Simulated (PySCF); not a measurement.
## Structure from NMR data

An unknown has the formula C4H8F2Si. Its calculated NMR data are:

1H NMR (400 MHz, computed): δ 6.16 (m, 1H), 4.83 (m, 1H), 4.79 (m, 1H), 2.58 (m, 1H), 2.53 (m, 1H), 2.09 (m, 1H), 1.57 (m, 1H), 1.37 (m, 1H).

13C{1H} NMR (computed): δ 127.7, 33.8, 23.7, 7.3.

PySCF calculation with shieldings: GIAO PBE0/pcSseg-1 and structure optimised with GFN2-xTB; in vacuum, non-relativistic Hamiltonian, single conformer.

Shifts are taken against calculated references (same method and geometry level): TMS for 1H (31.72 ppm), 13C (186.93 ppm).

Which of these isomers gave the spectra?
A. FC(F)[C@@H]1CC[SiH2]1
B. C[C@@]1(C(F)F)C[SiH2]1
C. C=C([SiH3])CC(F)F

Answers

A. 

1. The formula gives 1 degree of unsaturation (1 ring in the answer).
2. 4 carbon signals for 4 carbons: no two carbons are equivalent.
3. Carbon types of the structure: 2 × CH, 2 × CH2, leaving 2 H on heteroatoms.
4. δC 127.7: sp3 CH bonded to 2 F; 2 electronegative neighbours deshield it.
5. δC 23.7: sp3 CH2 in a ring; saturated and bonded to C and H only.
6. δC 7.3: sp3 CH2 bonded to Si; an electropositive neighbour leaves it electron-rich and shielded.
7. δH 6.16: hydrogen on an sp3 CH bonded to 2 F; its carbon carries F, hence the downfield position.
8. δH 1.57, 1.37: hydrogen on an sp3 CH2 bonded to Si.

The others: C=C([SiH3])CC(F)F would give 5 signals for carbon-bound and other non-exchanging H, not 8; C[C@@]1(C(F)F)C[SiH2]1 would give 6 signals for carbon-bound and other non-exchanging H, not 8.

Splittings by 19F in the carbon and heteronuclear signals aren't shown, as no couplings were computed. Shifts are as computed. Against solution values, carbons near 30 ppm lie about +3 ppm off and those near 130 ppm about +5 ppm. Of 1211 compounds with measured shifts, 218 miss one by over three times the rms of a fit or turn the order of signals round; such compounds aren't used in these exercises. No couplings were computed; multiplicities are counted from neighbouring protons, with m where these are inequivalent, close in shift, in a saturated or five-membered ring or joined by F or P, and br s for small geminal =CH2 splittings.
